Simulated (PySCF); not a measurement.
Electrostatic solvation of a mixed set.

Level: CAM-B3LYP/def2-SVPD in PySCF, non-relativistic, each on one gas-phase PBE0-D3(BJ)/def2-SVP geometry that isn't relaxed in the solvent. The solvent is an IEF-PCM continuum (cavity from Bondi-type radii × 1.2). Specific hydrogen bonds and non-electrostatic terms are outside this model.

Question: Order them by E(solvent) − E(gas) in benzene (ε = 2.271), most negative first (kJ/mol).
A. `C[C@@H]1C[Si@@H]1C(F)(F)F`
B. `[F:1][C:2]([F:3])([F:4])/[CH:5]=[CH:6]\[CH2:7][SiH3:8]` with C5–C6–C7–Si8 101°
C. `[F:1][C:2]([F:3])([F:4])/[CH:5]=[CH:6]/[CH2:7][SiH3:8]` with C5–C6–C7–Si8 -104°

Answer: C (-6.8), B (-5.9), A (-4.3).

```
                   SMILES  charge  ΔE (kJ/mol)  polarisation term (kJ/mol)  HOMO shift (eV)  dipole gas (D)  dipole solvent (D)  atoms  lowest singlet, gas (eV)  lowest singlet, solvent (eV)
     FC(F)(F)/C=C/C[SiH3]       0         -6.8                        -7.2            +0.16            3.14                3.46     15                      6.78                          6.62
     FC(F)(F)/C=C\C[SiH3]       0         -5.9                        -6.3            +0.14            2.62                2.93     15                      6.61                          6.45
C[C@@H]1C[Si@@H]1C(F)(F)F       0         -4.3                        -4.6            +0.14            2.44                2.71     15                      6.53                          6.42
```

The polarisation term is half the interaction of the solute with the induced surface charges. Singlets are vertical TDDFT energies (frozen core, non-equilibrium response), the lowest in each medium.
